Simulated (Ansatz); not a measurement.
`[O]=[Nb]([F])([F])[F]` and `[O]=[Ta]([F])([F])[F]` differ in one element.

Ansatz, PBE0-D4/def2-TZVP geometries, multiplicity 1. 

Elements past krypton have def2 core potentials.

```tsv
property	`[O]=[Nb]([F])([F])[F]`
HOMO–LUMO gap (PBE/def2-TZVPP) / eV	5.90
LUMO energy (PBE0/def2-TZVPP) / eV	-2.22
size of the dipole moment (ωB97M-V/def2-TZVPP) / D	1.31
HOMO–LUMO gap (ωB97M-V/def2-TZVPP) / eV	13.13
size of the dipole moment (B3LYP/def2-TZVPP) / D	1.27
size of the dipole moment (PBE/def2-TZVPP) / D	1.23
```

**Question.** Give the same properties after the change, and the shifts. (Estimate.)

**Answer.** Computed: 
```tsv
property	`[O]=[Ta]([F])([F])[F]`	shift
HOMO–LUMO gap (PBE/def2-TZVPP) / eV	6.20	0.30
LUMO energy (PBE0/def2-TZVPP) / eV	-1.55	0.67
size of the dipole moment (ωB97M-V/def2-TZVPP) / D	1.91	0.60
HOMO–LUMO gap (ωB97M-V/def2-TZVPP) / eV	13.02	-0.11
size of the dipole moment (B3LYP/def2-TZVPP) / D	1.82	0.55
size of the dipole moment (PBE/def2-TZVPP) / D	1.72	0.49
```

With PBE0 the HOMO rises by 0.38 eV and the LUMO rises by 0.67 eV, so the gap widens by about 0.29 eV. PBE moves the HOMO by 0.32 eV and ωB97M-V by 0.39 eV. Dipoles are sizes alone; their direction can turn.

B3LYP here is the variant with VWN-RPA as its local correlation; programs differ in this.
